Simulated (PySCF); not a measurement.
Compound: C₃H₁₀B₂.
Bonds: B1–C2, C2–B3, B3–C4, C4–C5. Hydrogens: H6, H7 on B1; H8, H9 on C2; H10 on B3; H11, H12 on C4; H13, H14, H15 on C5.

Vertical excitations from PySCF (density fitting, frozen core in the response, grid level 2 and gas phase unless stated; continuum runs use non-equilibrium linear response for the excitations) on a GFN2-xTB geometry. Reference run:

```
                                   settings    S1, eV (f)    S2, eV (f)    S3, eV (f)    S4, eV (f)    S5, eV (f)    S6, eV (f)  T1, eV (Tamm–Dancoff)  mean α (au)
CAM-B3LYP/def2-SVPD, full TDDFT, 8 singlets  5.37 (0.017)  5.56 (0.011)  5.88 (0.000)  6.36 (0.001)  7.36 (0.003)  7.62 (0.024)                   4.78         65.0
```

Task: What do these settings give: PBE0/STO-3G, IEF-PCM chloroform, start guess atom, full TDDFT, 1 singlet?

Result: 
| settings | S1, eV (f) | S2, eV (f) | S3, eV (f) | S4, eV (f) | S5, eV (f) | S6, eV (f) | T1, eV (Tamm–Dancoff) | mean α (au) |
| --- | --- | --- | --- | --- | --- | --- | --- | --- |
| PBE0/STO-3G, IEF-PCM chloroform, start guess atom, full TDDFT, 1 singlet | 6.40 (0.026) | – | – | – | – | – | 5.61 | 32.2 |

S1 moves by +1.03 eV; functional, basis and environment change together, so the shift can't be laid on one. States are counted by energy in each run and needn't keep their character from row to row.

Task: Give the leading configurations of S1 (H = HOMO, L = LUMO) and the HOMO–LUMO gap of each run.

Result: 
```json
{"settings": "CAM-B3LYP/def2-SVPD, full TDDFT, 8 singlets", "S1 configurations (weight)": "H→L 0.85", "S1 (eV)": "5.37", "orbital gap (eV)": "9.14", "S1 − gap (eV)": "-3.77"}
{"settings": "PBE0/STO-3G, IEF-PCM chloroform, start guess atom, full TDDFT, 1 singlet", "S1 configurations (weight)": "H→L 0.93", "S1 (eV)": "6.40", "orbital gap (eV)": "8.02", "S1 − gap (eV)": "-1.62"}
```

The structure is a single GFN2-xTB conformer; no vibrational corrections.

Shape of the structure used: `[BH2:1][CH2:2][BH:3][CH2:4][CH3:5]`: B1–C2–B3–C4 -104°, C2–B3–C4–C5 169°.
